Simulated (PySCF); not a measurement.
Correlation energy of Lu²⁺ (lutetium, charge +2)

[Xe] 4f14 6p1, 2P determinant (an excited configuration). All numbers are calculated (PySCF 2.14, the spin-free X2C one-electron Hamiltonian (Gaussian nucleus), in ANO-RCC-VTZP (8s7p5d3f2g1h, 104 functions)). Frozen: [Ar] 3d10; 41 electrons correlated.

MP2 pair energies summed by pair of shells (mhartree):

```csv
pair,energy,share (%)
4f-4f,-750.87,39.5
4d-4f,-315.97,16.6
4f-5p,-301.57,15.9
5p-5p,-122.39,6.4
4p-4f,-81.07,4.3
4d-4d,-70.15,3.7
4f-5s,-64.24,3.4
4p-4d,-38.20,2.0
4d-5p,-34.50,1.8
5s-5p,-29.41,1.5
4s-4f,-16.61,0.9
4d-5s,-15.22,0.8
5p-6p,-12.18,0.6
4p-4p,-10.18,0.5
4s-4d,-8.92,0.5
4f-6p,-8.39,0.4
5s-5s,-6.03,0.3
4p-5p,-5.33,0.3
4s-4p,-4.61,0.2
4p-5s,-2.50,0.1
4s-4s,-0.95,0.1
4s-5p,-0.60,0.0
5s-6p,-0.56,0.0
4d-6p,-0.54,0.0
4s-5s,-0.23,0.0
4p-6p,-0.08,0.0
4s-6p,-0.01,0.0
```

Total MP2 correlation energy: -1901.3 mhartree.

Same-spin part -735.08 and opposite-spin part -1166.2 mhartree; SCS-MP2 scales them by 1/3 and 6/5 to -1644.5 mhartree.
